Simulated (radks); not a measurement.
The numbers below are computed, except where a source is named.
Exchange energies: the exact (Fock) value of the Kohn-Sham orbitals and density-functional approximations, as 100 (|E| - |E exact|)/|E exact|, negative where the magnitude is too small. Species: Ca2+ [Ar]; Re2+ [Xe] 4f14 5d5; Re2+ [Xe] 4f14 5d5; Cd25+ [Ar] 3d5. Code: a radial shooting solver on a logarithmic mesh with Libxc functionals. Model: non-relativistic Kohn-Sham, exchange-only B88, spin-polarised, spherical densities, point nucleus. Every spin shell is full or empty, so the densities are truly spherical. Functionals are evaluated on that one density, not self-consistently.

exact (hartree): Ca2+ -34.9242; Re2+ -309.630; Re2+ -309.630; Cd25+ -117.367
LDA: Ca2+ -7.43; Re2+ -3.83; Re2+ -3.83; Cd25+ -6.01
B88: Ca2+ -0.03; Re2+ +0.16; Re2+ +0.16; Cd25+ -0.08
PBE: Ca2+ -0.56; Re2+ -0.26; Re2+ -0.26; Cd25+ -0.61
RPBE: Ca2+ -0.08; Re2+ -0.13; Re2+ -0.13; Cd25+ -0.27
SOGGA: Ca2+ -3.35; Re2+ -1.76; Re2+ -1.76; Cd25+ -2.82
EV93: Ca2+ +0.83; Re2+ -0.40; Re2+ -0.40; Cd25+ +0.09
APBE: Ca2+ +0.51; Re2+ +0.35; Re2+ +0.35; Cd25+ +0.24
TPSS: Ca2+ +0.14; Re2+ -0.32; Re2+ -0.32; Cd25+ -0.24
r2SCAN: Ca2+ +0.01; Re2+ -0.10; Re2+ -0.10; Cd25+ -0.14
MS2: Ca2+ -0.01; Re2+ -0.58; Re2+ -0.58; Cd25+ -0.52
TASK: Ca2+ -2.89; Re2+ -1.81; Re2+ -1.81; Cd25+ -2.30
